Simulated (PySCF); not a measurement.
## Cost of excited-state runs on `InChI=1S/C5H4FN/c1-5(4-7)2-3-6/h3H,1H3`

Geometry:
| atom | x (Å) | y (Å) | z (Å) |
| --- | --- | --- | --- |
| C1 | -2.062 | -0.827 | -0.055 |
| C2 | -0.967 | 0.198 | -0.183 |
| C3 | 0.317 | -0.093 | -0.277 |
| C4 | 1.583 | -0.383 | -0.427 |
| F5 | 2.432 | -0.519 | 0.586 |
| C6 | -1.367 | 1.581 | -0.204 |
| N7 | -1.726 | 2.683 | -0.220 |
| H8 | -1.643 | -1.840 | -0.054 |
| H9 | -2.623 | -0.668 | 0.879 |
| H10 | -2.775 | -0.729 | -0.888 |
| H11 | 2.047 | -0.536 | -1.408 |

PySCF with density fitting, on 1 thread of an Arm Neoverse V1, shared host. Command: `OMP_NUM_THREADS=1 python excited_run.py task.json out`

Q: How long does each of these runs take, and how much memory?
- first hyperpolarisability, CAM-B3LYP/def2-TZVPD; usual settings
- circular dichroism and optical rotation, CAM-B3LYP/def2-TZVPD; 12 states
- excited states, CAM-B3LYP/def2-TZVPD; Tamm-Dancoff; spin-orbit couplings; 6 states; 5 triplets; quadratic response for 4 states
- excited states, CAM-B3LYP/def2-TZVPD; two-photon moments; 8 states; quadratic response for 6 states; 0 triplets

A: 
```
                                    run                 level  basis functions  wall time  peak memory (GiB)
              first hyperpolarisability  CAM-B3LYP/def2-TZVPD              298       52 s                1.2
circular dichroism and optical rotation  CAM-B3LYP/def2-TZVPD              298      110 s                1.2
                         excited states  CAM-B3LYP/def2-TZVPD              298       62 s                1.1
                         excited states  CAM-B3LYP/def2-TZVPD              298       74 s                1.1
```
Times from a shared host are rough.
